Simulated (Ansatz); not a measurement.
SiH₆O₄, singlet: at the end structure of a reaction step.

Input (in.yaml):

```yaml
crystal:
  periodic: [false, false, false]
  atoms:
    - {symbol: Si, position_ang: [-0.526653, -0.413805, -0.076677]}
    - {symbol: H, position_ang: [2.741987, 1.784700, 0.423733]}
    - {symbol: O, position_ang: [0.728679, -0.781019, 0.895309]}
    - {symbol: O, position_ang: [-1.853520, -1.072571, 0.605421]}
    - {symbol: O, position_ang: [-0.450863, -1.001651, -1.595878]}
    - {symbol: H, position_ang: [2.019591, 1.896546, 0.263094]}
    - {symbol: O, position_ang: [-0.534245, 1.213318, -0.217496]}
    - {symbol: H, position_ang: [1.504285, -0.222458, 0.817749]}
    - {symbol: H, position_ang: [-1.890801, -1.065499, 1.562820]}
    - {symbol: H, position_ang: [-0.719153, -1.913276, -1.717878]}
    - {symbol: H, position_ang: [-1.019409, 1.575613, -0.960195]}
basis:
  gaussian: {orbitals: def2-TZVPP}
hamiltonian: {xc: r2scan, dispersion: d4}
```

Run by:

```bash
ansatz run in.yaml --threads 8 --pin off --events-out ev --progress --plain --max-ram 19148MiB
```

What Ansatz 0.2.0 printed:

```
Functional definition: r2SCAN
  name "r2SCAN"
  cite "Furness, Kaplan, Ning, Perdew & Sun, J. Phys. Chem. Lett. 11, 8208 (2020) doi:10.1021/acs.jpclett.0c02405"
  cite "Furness, Kaplan, Ning, Perdew & Sun, J. Phys. Chem. Lett. 11, 9248 (2020) doi:10.1021/acs.jpclett.0c03077"
  parent r2scan
  parameter k0 = 0.174
  parameter k1 = 0.065
  parameter a1 = 4.9479
  exchange = r2scan_x(k0 = k0, k1 = k1, a1 = a1)
  correlation = r2scan_c
1246 factors; their error is unknown
mean field evaluation 1: about -16151.5404 eV, gradient 1.1e2 eV
mean field evaluation 2: about -16122.2878 eV, gradient 1.7e2 eV
mean field evaluation 4: about -16168.4154 eV, gradient 1.9e0 eV
mean field evaluation 8: about -16168.4022 eV, gradient 2.8e-1 eV
mean field evaluation 16: about -16168.4023 eV, gradient 4.7e-5 eV
mean field -16168.40229308 eV, -594.1778249341 hartree, gradient 4.7e-5 eV, S^2 0.000000; 0 other end points of the search recorded, 0 dependent functions left out
reference -16168.40230540 eV, -594.1778253868 hartree; 26, 26 occupied and 224, 224 virtual orbitals, 1246 factors
Total energy: -16168.45259506 eV, -594.1796734978 hartree
```

The lines “mean field evaluation” count trial sets of orbitals through the whole run, from several starts and some on an approximate energy, so they need not fall steadily or lie above the final value.

Hardware: 8 CPU threads of an Intel Xeon Platinum 8488C, shared host. Wall time about 1.4 s.
